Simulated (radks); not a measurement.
Neutral thallium, configuration [Hg] 6p1. Calculated with a radial shooting solver on a logarithmic mesh with Libxc functionals: Dirac Kohn-Sham, PBEsol, spin-unpolarised, spherical densities, finite nucleus; open shells fill j = l - 1/2 first; Fermi nuclear charge, rms radius 5.4759 fm.

Normalised radial functions P(r) = r R(r) (large component), r in bohr:

r	5p1/2	6p3/2
0.0007287	0.0081	0.0002
0.001004	0.0111	0.0003
0.001382	0.0155	0.0006
0.001888	0.0216	0.0011
0.0026	0.0308	0.0020
0.003581	0.0445	0.0035
0.004931	0.0648	0.0061
0.006791	0.0945	0.0105
0.009352	0.1364	0.0173
0.01278	0.1901	0.0271
0.01759	0.2539	0.0405
0.02423	0.3100	0.0550
0.03337	0.3220	0.0648
0.04595	0.2364	0.0586
0.06328	0.0155	0.0245
0.08714	-0.2870	-0.0357
0.119	-0.4586	-0.0862
0.1639	-0.2473	-0.0706
0.2258	0.3196	0.0325
0.3109	0.6705	0.1280
0.4282	0.2368	0.0764
0.5897	-0.6887	-0.1051
0.8056	-1.2091	-0.2137
1.109	-0.9884	-0.1027
1.528	-0.4632	0.1675
2.104	-0.1255	0.4170
2.897	-0.0180	0.5277
3.99	-0.0011	0.4814
5.451	0.0000	0.3409
7.507	0.0000	0.1834
10.34	0.0000	0.0698
14.24	0.0000	0.0169

5p1/2: eigenvalue -90.363 eV, 3 radial nodes at r = 0.0644, 0.191, 0.467 bohr, <r> = 0.941 bohr, 90 % of the charge inside 1.36 bohr. 6p3/2 (empty): eigenvalue -1.818 eV, 4 radial nodes at r = 0.0729, 0.207, 0.495, 1.27 bohr, <r> = 4.08 bohr, 90 % of the charge inside 6.45 bohr.
